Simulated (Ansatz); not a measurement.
Z-matrix (Å, degrees):
```
C
C 1 1.522
H 1 1.092 2 111.0
H 1 1.093 2 111.2 3 -119.4
H 1 1.092 2 111.8 3 120.3
B 2 1.551 1 118.3 3 61.7
H 2 1.104 1 110.8 3 -178.8
H 2 1.098 1 111.5 3 -65.1
C 6 1.574 2 121.8 1 2.6
H 6 1.196 2 121.1 1 -173.6
O 9 1.209 6 118.2 2 -88.0
O 9 1.339 6 119.0 2 91.5
H 12 0.971 9 107.1 6 -179.7
```

Charge 0, multiplicity 1.

Question: List the r2SCAN/def2-TZVPP orbital energies in eV (the Gaussian-basis code of Ansatz). (Best estimate.)

Answer: Ansatz gave: Occupied: -517.23, -515.69, -276.16, -272.98, -272.90, -180.78, -29.33, -26.89, -20.04, -17.03, -16.31, -13.60, -12.40, -11.73, -11.41, -11.08, -10.53, -9.78, -8.90, -8.79, -8.30, -8.01, -6.65. Lowest empty: -1.99, -0.82, 0.99, 1.42, 2.27, 2.47, 2.79, 3.09.
